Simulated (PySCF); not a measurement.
## La²⁺: excitation energy

La²⁺ [Xe] 5d1 (2D) → La²⁺ [Xe] 4f1 (2F), as a difference of total energies. Computed with PySCF 2.14 in ANO-RCC-VTZP (8s7p5d3f2g1h, 104 functions), with scalar relativity by spin-free X2C-1e. Correlated levels: valence: [Kr] 4d10 frozen. The calculations carry no spin-orbit coupling.

```json
{"method": "UHF", "excitation energy (eV)": "9.138"}
{"method": "MP2 (valence)", "excitation energy (eV)": "8.799"}
{"method": "SCS-MP2 (valence)", "excitation energy (eV)": "8.835"}
{"method": "CCSD (valence)", "excitation energy (eV)": "8.830"}
{"method": "CCSD(T) (valence)", "excitation energy (eV)": "8.780"}
```

**Question.** How much does correlation contribute at CCSD(T) (valence)?

**Answer.** 8.780 − (9.138) = -0.358 eV, measured against UHF.

A first-order spin-orbit estimate (lowest level to lowest level, LS coupling) adds 0.119 eV.

The basis was made for the ground configuration and has no added diffuse functions, so the excitation energy can come out too high.
